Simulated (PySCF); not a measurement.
# Spinor energies of Cd(46+) (cadmium, charge +46)

Start: 1s2. Calculated with PySCF 2.14 in an even-tempered Gaussian basis (16 s from 11 bohr⁻², ratio 2.6; 12 p from 14 bohr⁻², ratio 2.6; 6 d from 14 bohr⁻², ratio 2.8; 3 f from 610 bohr⁻², ratio 2.8): generalised Hartree-Fock with the X2C-1e Hamiltonian and a Gaussian nucleus; spin-orbit coupling (SO) screened by Boettger's factors.

```csv
spinor shell,electrons,"ε, screened SO (eV)",weight of nominal j (screened SO),"rms radius, screened SO (bohr)"
1s1/2,2,-31500.3,1.000,0.0346
```

| quantity | screened SO |
| --- | --- |
| E (hartree) | -2347.16627 |
| M_J | 0 |
| ⟨J²⟩ | 0.000 |
| ⟨L²⟩ | 0.000 |
| ⟨S²⟩ | 0.000 |

Breit and QED terms are absent; they matter most for the inner s and p1/2 levels.

Densities and radii are taken from the X2C orbitals without a picture-change correction, which distorts them close to the nucleus.
